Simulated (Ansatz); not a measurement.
CH2BBrO3 (`OB1OC(Br)O1`) at its PBE0-D4/def2-TZVP geometry, where that method's forces vanish. The species carries charge 0 and has multiplicity 1.

```xyz
8

O     2.0464    0.3482    0.3692
B     0.7654    0.1219    0.0762
O     0.0198    0.5222   -1.0285
C    -1.0060   -0.2048   -0.4030
Br   -2.5370    0.8846    0.0611
O    -0.2481   -0.5933    0.7183
H     2.3368   -0.0377    1.1993
H    -1.3774   -1.0412   -0.9925
```

Question: What forces (eV/Å) does ωB97M-V/def2-TZVPP give on these atoms in Ansatz 0.2.0? (Estimate.)

Answer: The calculation gave: 
```
O1   0.203  0.013  0.089
B2   0.075  0.016  0.018
O3   0.055  0.143 -0.173
C4  -0.453 -0.164 -0.170
Br5  0.063 -0.010  0.003
O6  -0.002 -0.099  0.205
H7  -0.006  0.019 -0.036
H8   0.066  0.083  0.063
```
